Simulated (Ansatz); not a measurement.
A geometry relaxed with B3LYP-D3(BJ)/def2-TZVP (Ansatz, a program for electronic structure), charge 0, multiplicity 1:

```xyz
7

Si    -1.1904    -0.0559    -0.0524
H     -1.6246    -1.2023    -0.8866
H     -1.7032    -0.2552     1.3265
I      2.6162    -2.0006     0.1179
I      2.4254     2.2512     0.0662
H     -1.7680     1.1953    -0.5986
Al     1.2445     0.0675     0.0270
```

**Question.** Write the SMILES of this molecule.

**Answer.** `[SiH3][Al]([I])[I]`
